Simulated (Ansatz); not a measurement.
`[CH3][Ti-]1([F])([Cl])[O]C=CC=[O+]1`. The species carries charge 0 and has multiplicity 1. Correlated methods include outer-core shells of Ti, which these sets cover unevenly. Scalar relativity is left out up to krypton.

```xyz
15

C    -2.3133    0.4414   -0.0476
Ti   -0.4304    1.2546   -0.1889
F    -0.8235    2.5361    0.9587
Cl   -0.1602    2.3419   -2.0891
O     0.0281   -0.5442   -1.0320
C     0.8886   -1.4252   -0.7860
C     1.8120   -1.3584    0.2558
C     1.8319   -0.2535    1.0832
O     1.0502    0.7445    1.0004
H    -3.0218    1.2637    0.0669
H    -2.3138   -0.1754    0.8584
H    -2.5450   -0.1712   -0.9183
H     0.9000   -2.2962   -1.4515
H     2.5227   -2.1581    0.4048
H     2.5746   -0.1998    1.8853
```

Question: Give the diagnostics of a CCSD(T)/def2-TZVPP run (frozen core, Ansatz 0.2.0). (An estimate is asked.)

Answer: The calculation gave: T1 = 0.0228, largest single amplitude 0.063, largest double 0.048, (T) share of the correlation energy 4.8 %, 14 CCSD cycles. The RHF solution is unstable towards an unrestricted one. T1 lies over the customary mark of 0.02 for closed shells; compounds of d metals often pass it without a breakdown.
